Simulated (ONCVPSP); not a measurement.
**nitrogen: excitation energies, all-electron against ONCV**

| Item | Value |
| --- | --- |
| Element | nitrogen |
| Generator | ONCVPSP 4.0.1 |
| Type | optimised norm-conserving Vanderbilt (ONCV) |
| Functional | LDA (Perdew-Zunger) |
| Relativity | scalar-relativistic |
| Frozen core | [He] |
| Valence charge | 5 |
| Reference configuration | 2s1 2p4 |
| Partial waves | 2s: rc 0.90 bohr, ncon 3, nbas 5, qcut 6.7 1/bohr, local; 2p: rc 2.50 bohr, ncon 4, nbas 8, qcut 7 1/bohr, 2 projectors, debl 1.3 Ha; d scattering state at 0.02 Ha: rc 2.30 bohr, ncon 4, nbas 9, qcut 4.9 1/bohr, 1 projector |
| Local potential | the s channel |
| Core correction | none |

Energies are relative to the spin-unpolarised reference configuration 2s1 2p4; without spin polarisation the order of configurations can differ from experiment.

| valence configuration | charge | ΔE all-electron (eV) | error AE − PS (meV) |
| --- | --- | --- | --- |
| 2s2 2p3 | 0 | -11.204 | -6.7 |
| 2s2 2p2 | +1 | 2.528 | +272 |

Q: What are ΔE and the potential's error for 2s0 2p5?

A: ΔE = 11.249 eV all-electron; the error (AE − PS) is -3.6 meV.

Q: What are ΔE and the potential's error for 2s2 2p1?

A: ΔE = 31.498 eV all-electron; the error (AE − PS) is +1273 meV.

Note: no bound ghost flagged; GHOST(+) flagged for d at 55.0 eV.
